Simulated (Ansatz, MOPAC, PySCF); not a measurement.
Species: SnF, net charge 0, doublet state. SMILES: [Sn][F]
Geometry: optimised at B3LYP-D3(BJ)/def2-TZVP (Ansatz, a quantum-chemistry and plane-wave program).

Unscaled harmonic wavenumbers (cm⁻¹) in rising order, each level at the stationary point that it reaches from this structure (no distance between atoms moves by over 0.3 Å); the order of modes can differ between levels, and a negative number is imaginary. B3LYP-D3(BJ)/def2-TZVP (PySCF, at the structure above): 564.

AM1 (MOPAC): 648. Zero-point energy 0.9 against 0.8 kcal/mol; where all levels lie over 400 cm⁻¹, the wavenumbers are on average 1.148 times those of B3LYP-D3(BJ)/def2-TZVP.

HF/6-31G* with LANL2DZ past Ar (Ansatz): 634. Zero-point energy 0.9 against 0.8 kcal/mol; where all levels lie over 400 cm⁻¹, the wavenumbers are on average 1.124 times those of B3LYP-D3(BJ)/def2-TZVP.

B3LYP/6-31G* with LANL2DZ past Ar (Ansatz): 588. Zero-point energy 0.8 against 0.8 kcal/mol; where all levels lie over 400 cm⁻¹, the wavenumbers are on average 1.042 times those of B3LYP-D3(BJ)/def2-TZVP.
